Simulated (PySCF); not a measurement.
## ¹⁷O chemical shifts

PySCF 2.14.0 with density-fitted response routines calculation with PBE0/pcSseg-1 with gauge-including orbitals and GFN2-xTB geometry; gas phase, averaged over atoms made equivalent by symmetry, fast rotation or ring inversion, one conformer, relativity neglected.

Shieldings were converted by a linear fit to measured shifts: ¹⁷O: δ = 266.70 − 0.911σ (rms 10.7 ppm, 155 shifts, 12.2 ppm with the 3 outliers that the fit left out vs liquid water, solution or neat liquid). Occasional misses reach two or three times the rms, and more in compound classes unlike the fitted ones.

Task: Give the ¹⁷O shifts of `C/C=C/[P@H](=O)C(F)=C(F)F`, `Fc1cc(F)c2c(c1)O[C@@H](F)CO2`.

Result: 
| compound | environment | δ (ppm) |
| --- | --- | --- |
| C/C=C/[P@H](=O)C(F)=C(F)F | P=O oxygen | 3.2 |
| [F:1][c:2]1[cH:3][c:4]([F:5])[c:6]2[c:7]([cH:8]1)[O:9][C@@H:10]([F:11])[CH2:12][O:13]2 | O9: ether oxygen | 98.3 |
| [F:1][c:2]1[cH:3][c:4]([F:5])[c:6]2[c:7]([cH:8]1)[O:9][C@@H:10]([F:11])[CH2:12][O:13]2 | O13: ether oxygen | 22.2 |

Task: Match the shifts 123.3, 46.7, 1.7 ppm to `O=[P@@H](C(F)=C(F)F)C1CC1`, `C#CC(=C)OC(F)(F)F`, `C=C[P@](C)(=O)C(F)=C(F)F`.

Result: 123.3: C#CC(=C)OC(F)(F)F (ether oxygen); 46.7: C=C[P@](C)(=O)C(F)=C(F)F (P=O oxygen); 1.7: O=[P@@H](C(F)=C(F)F)C1CC1 (P=O oxygen).
